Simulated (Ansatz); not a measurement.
Breaking the C2–H3 bond in CH4MgO (SMILES [CH3][Mg][OH]) (multiplicity 1 held, fragments rigid). Energies count from the point at 1.093 Å.
Geometry at that point (charge 0, multiplicity 1):
```json
[
 {"atom": "Mg", "x (Å)": "0.0124", "y (Å)": "-0.0817", "z (Å)": "0.0586"},
 {"atom": "C", "x (Å)": "-0.2428", "y (Å)": "1.5945", "z (Å)": "-1.1443"},
 {"atom": "H", "x (Å)": "-1.0267", "y (Å)": "2.2490", "z (Å)": "-0.7549"},
 {"atom": "H", "x (Å)": "-0.5240", "y (Å)": "1.3151", "z (Å)": "-2.1628"},
 {"atom": "H", "x (Å)": "0.6757", "y (Å)": "2.1836", "z (Å)": "-1.2072"},
 {"atom": "O", "x (Å)": "0.2295", "y (Å)": "-1.5076", "z (Å)": "1.0820"},
 {"atom": "H", "x (Å)": "0.3461", "y (Å)": "-2.2730", "z (Å)": "1.6312"}
]
```

Signs of static correlation in def2-SVP, with CASSCF(2,2), from Ansatz (a quantum-chemistry and plane-wave program) runs.

```
R (Å)  T1 of restricted CCSD  ⟨S²⟩ of UHF  largest double amplitude of restricted CCSD  weight of the CASSCF reference in MRCISD  CASSCF natural occupations
-----  ---------------------  -----------  -------------------------------------------  ----------------------------------------  --------------------------
0.874                  0.014        0.000                                        0.032                                     0.904                   1.99 0.01
0.984                  0.014        0.000                                        0.031                                     0.904                   1.99 0.01
1.093                  0.014        0.000                                        0.031                                     0.904                   1.98 0.02
1.202                  0.014        0.000                                        0.031                                     0.904                   1.98 0.02
1.312                  0.015        0.000                                        0.034                                     0.904                   1.97 0.03
1.475                  0.016        0.000                                        0.032                                     0.904                   1.95 0.05
1.639                  0.017        0.000                                        0.038                                     0.904                   1.91 0.09
1.913                  0.023            …                                        0.084                                     0.904                   1.84 0.16
2.186                  0.031        0.792                                        0.128                                     0.905                   1.72 0.28
2.514                  0.046        0.924                                        0.299                                     0.905                   1.55 0.45
2.951                  0.067        0.986                                            …                                     0.905                   1.34 0.66
3.497                  0.087        1.006                                        0.753                                     0.905                   1.16 0.84
```

Task: Complete the blanks.

Result: 
- 1.913, ⟨S²⟩ of UHF: 0.531
- 2.951, largest double amplitude of restricted CCSD: 0.530

Doubts at one or more of the structures used: a restricted determinant that unrestricted orbitals would lower (R-CCSD(T)/def2-SVP); other coupled-cluster roots lie near (R-CCSD(T)/def2-SVP); T1 above 0.05 (R-CCSD(T)/def2-SVP, U-CCSD(T)/def2-SVP); a spin-contaminated determinant (U-CCSD(T)/def2-SVP).
